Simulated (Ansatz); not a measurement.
CH4F3GeN, SMILES `C[NH][Ge]([F])([F])[F]` at its PBE0-D4/def2-TZVP geometry, where that method's forces vanish. The species carries charge 0 and has multiplicity 1.

```xyz
10

C     0.2557    0.2776    1.4044
N    -0.1355   -0.6234    0.3305
Ge   -0.2765   -0.0675   -1.3527
F    -1.3434    1.2620   -1.4499
F    -0.8643   -1.3319   -2.3363
F     1.1516    0.4871   -2.1221
H    -0.2168    1.2499    1.2563
H    -0.1053   -0.1143    2.3576
H     1.3376    0.4302    1.4762
H     0.1970   -1.5697    0.4359
```

Q: What forces (eV/Å) does B3LYP-D4/def2-TZVPP give on these atoms in Ansatz 0.2.0? (An estimate is asked.)

A: Ansatz gave: 
```
C1   0.061  0.203  0.261
N2  -0.021 -0.233  0.039
Ge3  0.013 -0.063  0.099
F4  -0.219  0.270 -0.020
F5  -0.125 -0.257 -0.205
F6   0.296  0.118 -0.156
H7   0.033 -0.051  0.014
H8   0.029  0.024 -0.039
H9  -0.053 -0.003  0.005
H10 -0.013 -0.009  0.002
```

B3LYP here is the variant with VWN-RPA as its local correlation; programs differ in this.
